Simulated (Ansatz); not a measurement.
Z-matrix (Å, degrees):
```
C
O 1 1.4060
H 2 0.9661 1 107.56
O 1 1.4060 2 110.84 3 -52.74
H 4 0.9661 1 107.55 2 -52.66
C 1 1.4630 2 122.64 3 95.44
C 6 1.3036 1 63.54 2 103.04
H 7 1.0770 6 148.44 1 -179.82
H 6 1.0770 7 148.44 8 0.38
```
Charge 0, spin multiplicity 1.

The numbers are results of frozen-core CCSD(T)/cc-pVTZ // B3LYP-D3(BJ)/def2-TZVP in Ansatz (a quantum-chemistry and plane-wave program), not measurements.

- HF energy = -265.65411 Ha
- MP2 correlation energy = -0.95288 Ha

**Question.** Estimate the CCSD correlation energy, the (T) correction, the total energy and the T1 diagnostic.

**Answer.** 
```yaml
CCSD correlation energy: -0.96820 Ha
"(T) correction": -0.04237 Ha
CCSD(T) total energy: -266.66469 Ha
T1 diagnostic: 0.011
```
